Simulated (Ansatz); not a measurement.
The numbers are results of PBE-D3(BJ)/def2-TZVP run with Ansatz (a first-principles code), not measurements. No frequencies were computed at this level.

Ansatz 0.2 input:
```yaml
crystal:
  periodic: [false, false, false]
  atoms:
    - { symbol: O, position_ang: [1.195301, 0.486017, -0.191891] }
    - { symbol: C, position_ang: [0.074235, 0.089933, 0.501775] }
    - { symbol: O, position_ang: [-1.056086, 0.810776, 0.191108] }
    - { symbol: O, position_ang: [-0.120066, -1.272754, 0.515625] }
    - { symbol: H, position_ang: [1.763802, -0.28165, -0.318546] }
    - { symbol: H, position_ang: [-0.789689, 1.613675, -0.270384] }
    - { symbol: H, position_ang: [-1.067494, -1.445995, 0.544155] }
basis:
  gaussian: { orbitals: def2-tzvp }
hamiltonian:
  xc: pbe
  dispersion: d3bj
relax:
  max_steps: 150
magnetization:
  spin_polarized: true
  initial_magnetization: 1
```

Output:

```
Functional definition: PBE
765 factors; their error is unknown
mean field evaluation 1: about -7211.9321 eV, gradient 5.4e1 eV
mean field evaluation 2: about -7190.2819 eV, gradient 9.4e1 eV
mean field evaluation 4: about -7220.7883 eV, gradient 3.8e0 eV
mean field evaluation 8: about -7220.8359 eV, gradient 4.2e-2 eV
mean field evaluation 16: about -7220.8359 eV, gradient 2.6e-5 eV
mean field -7220.83586649 eV, -265.3608236351 hartree, gradient 2.6e-5 eV, S^2 0.751873; 0 other end points of the search recorded, 0 dependent functions left out
reference -7220.83589827 eV, -265.3608248031 hartree; 17, 16 occupied and 125, 126 virtual orbitals, 765 factors
relax step   1: F+E_penalty+E_count = -7220.92222891 eV  Δ(F+E_penalty+E_count) = +0.000e0 eV  max|allowed force component| = 6.908e-1 eV/Å  Δτ_max = 0.0000 Å  (29 SCF iters, accepted)
these checks for a lower state are left out or cut short: starts, cluster_reference, orbital_swaps, neighbouring_geometries, increment
765 factors; their error is unknown
mean field -7220.85964681 eV, -265.3616975457 hartree, gradient 9.4e-6 eV, S^2 0.751856; 0 other end points of the search recorded, 0 dependent functions left out
reference -7220.85967855 eV, -265.3616987124 hartree; 17, 16 occupied and 125, 126 virtual orbitals, 765 factors
relax step   2: F+E_penalty+E_count = -7220.94635295 eV  Δ(F+E_penalty+E_count) = -2.412e-2 eV  max|allowed force component| = 2.337e-1 eV/Å  Δτ_max = 0.0458 Å  (32 SCF iters, accepted)
these checks for a lower state are left out or cut short: starts, cluster_reference, orbital_swaps, neighbouring_geometries, increment
765 factors; their error is unknown
mean field -7220.86301836 eV, -265.3618214479 hartree, gradient 2.5e-5 eV, S^2 0.751867; 0 other end points of the search recorded, 0 dependent functions left out
reference -7220.86305011 eV, -265.3618226148 hartree; 17, 16 occupied and 125, 126 virtual orbitals, 765 factors
relax step   3: F+E_penalty+E_count = -7220.94962033 eV  Δ(F+E_penalty+E_count) = -3.267e-3 eV  max|allowed force component| = 8.706e-2 eV/Å  Δτ_max = 0.0112 Å  (31 SCF iters, accepted)
these checks for a lower state are left out or cut short: starts, cluster_reference, orbital_swaps, neighbouring_geometries, increment
765 factors; their error is unknown
mean field evaluation 32: about -7220.8779 eV, gradient 4.3e-1 eV
mean field -7220.86355280 eV, -265.3618410883 hartree, gradient 2.5e-5 eV, S^2 0.751871; 0 other end points of the search recorded, 0 dependent functions left out
reference -7220.86358453 eV, -265.3618422545 hartree; 17, 16 occupied and 125, 126 virtual orbitals, 765 factors
relax step   4: F+E_penalty+E_count = -7220.95019090 eV  Δ(F+E_penalty+E_count) = -5.706e-4 eV  max|allowed force component| = 2.855e-2 eV/Å  Δτ_max = 0.0042 Å  (32 SCF iters, accepted)
these checks for a lower state are left out or cut short: starts, cluster_reference, orbital_swaps, neighbouring_geometries, increment
765 factors; their error is unknown
mean field -7220.86362258 eV, -265.3618436527 hartree, gradient 2.5e-5 eV, S^2 0.751874; 0 other end points of the search recorded, 0 dependent functions left out
reference -7220.86365430 eV, -265.3618448183 hartree; 17, 16 occupied and 125, 126 virtual orbitals, 765 factors
relax step   5: F+E_penalty+E_count = -7220.95029580 eV  Δ(F+E_penalty+E_count) = -1.049e-4 eV  max|allowed force component| = 2.193e-3 eV/Å  Δτ_max = 0.0033 Å  (32 SCF iters, accepted)
765 factors; their error is unknown
mean field evaluation 64: about -7220.8636 eV, gradient 6.9e-3 eV
mean field -7220.86362258 eV, -265.3618436527 hartree, gradient 2.5e-5 eV, S^2 0.751874; 1 other end points of the search recorded, 0 dependent functions left out
reference -7220.86365430 eV, -265.3618448183 hartree; 17, 16 occupied and 125, 126 virtual orbitals, 765 factors
Total energy: -7220.95032751 eV, -265.3650300002 hartree
Atom 0 at     1.182639     0.494902    -0.194414 Å, force     0.000297    -0.001598    -0.000049 eV/Å
Atom 1 at     0.081435     0.098133     0.535527 Å, force    -0.000167    -0.000167     0.000842 eV/Å
Atom 2 at    -1.058115     0.796004     0.194223 Å, force     0.002193     0.001524    -0.000377 eV/Å
Atom 3 at    -0.106916    -1.268071     0.510190 Å, force    -0.002151     0.000634     0.000593 eV/Å
Atom 4 at     1.746990    -0.291002    -0.322554 Å, force    -0.000985     0.001534    -0.000259 eV/Å
Atom 5 at    -0.776898     1.600996    -0.280780 Å, force    -0.001022    -0.001804     0.000208 eV/Å
Atom 6 at    -1.069133    -1.430959     0.529650 Å, force     0.001835    -0.000122    -0.000959 eV/Å
Dipole moment:    -0.044485    -0.054654    -0.223450 e Å
```

Cost: roughly 21 core-seconds.
